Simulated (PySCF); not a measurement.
C3H8FNSi, SMILES F[Si@@H](C=C)NC.

Geometry: ωB97X-D3(BJ)/def2-SVP. The structure was generated by enumeration; whether it is a known compound was not checked. Other conformers were not sampled.

All values below come from PySCF with TDA-PBE/def2-SVPD.

Vertical excitations. The molecule is in vacuum.

```csv
state,energy (eV),λ (nm),f,main pairs
S1,4.24,293,0.001,HOMO→LUMO 100 %
S2,5.91,210,0.004,HOMO→LUMO+1 96 %
S3,6.14,202,0.016,HOMO−2→LUMO 92 %
S4,6.25,199,0.023,"HOMO→LUMO+2 80 %, HOMO→LUMO+3 17 %"
S5,6.65,186,0.025,HOMO→LUMO+3 75 %
S6,6.82,182,0.105,HOMO−3→LUMO 72 %
S7,6.88,180,0.007,HOMO→LUMO+4 90 %
S8,7.01,177,0.051,HOMO−1→LUMO+1 82 %
S9,7.17,173,0.017,HOMO→LUMO+5 94 %
S10,7.30,170,0.018,HOMO→LUMO+6 90 %
T1,4.16,298,0,HOMO→LUMO 97 %
T2,4.34,286,0,HOMO−1→LUMO 94 %
T3,5.59,222,0,HOMO−2→LUMO 98 %
T4,5.72,217,0,HOMO→LUMO+1 99 %
```
Triplets are in the Tamm–Dancoff approximation.
